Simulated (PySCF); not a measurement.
Cl²⁺ (chlorine, charge +2): UHF calculation

Configuration: [Ne] 3s2 3p3, high-spin 4S determinant. All numbers are calculated (PySCF 2.14, no relativity, point nucleus, in def2-SVP (4s3p1d, 18 functions)).

```
Total energy                                     : -458.050795 hartree
One-electron energy                              : -618.3417 hartree
Hartree (Coulomb) energy                         : 187.1897 hartree
Exchange energy                                  : -26.8988 hartree
Kinetic energy                                   : 458.01521 hartree
⟨S²⟩                                             : 3.7507
⟨L²⟩                                             : 0.000
Sum of ⟨r⟩                                       : 11.31 bohr
Sum of ⟨r²⟩                                      : 16.05 bohr²
Density at the nucleus (Gaussians lack the cusp) : 2920 bohr⁻³
Spin density at the nucleus                      : 0.400 bohr⁻³
Langevin diamagnetic susceptibility              : -12.7 ×10⁻⁶ cm³/mol
Time after the integrals                         : 0.04 s of wall time on 1 thread of Neoverse-V2 (shared host)
```

```json
{"shell": "1s α", "electrons": "1", "mean orbital energy (hartree)": "-105.90464", "rms radius, mean of both spins (bohr)": "0.106"}
{"shell": "1s β", "electrons": "1", "mean orbital energy (hartree)": "-105.86319", "rms radius, mean of both spins (bohr)": "0.106"}
{"shell": "2s α", "electrons": "1", "mean orbital energy (hartree)": "-11.64301", "rms radius, mean of both spins (bohr)": "0.481"}
{"shell": "2s β", "electrons": "1", "mean orbital energy (hartree)": "-11.60244", "rms radius, mean of both spins (bohr)": "0.481"}
{"shell": "2p α", "electrons": "3", "mean orbital energy (hartree)": "-9.12690", "rms radius, mean of both spins (bohr)": "0.451"}
{"shell": "2p β", "electrons": "3", "mean orbital energy (hartree)": "-9.05431", "rms radius, mean of both spins (bohr)": "0.451"}
{"shell": "3s α", "electrons": "1", "mean orbital energy (hartree)": "-2.11405", "rms radius, mean of both spins (bohr)": "1.57"}
{"shell": "3s β", "electrons": "1", "mean orbital energy (hartree)": "-1.71769", "rms radius, mean of both spins (bohr)": "1.57"}
{"shell": "3p α", "electrons": "3", "mean orbital energy (hartree)": "-1.45707", "rms radius, mean of both spins (bohr)": "1.77"}
```
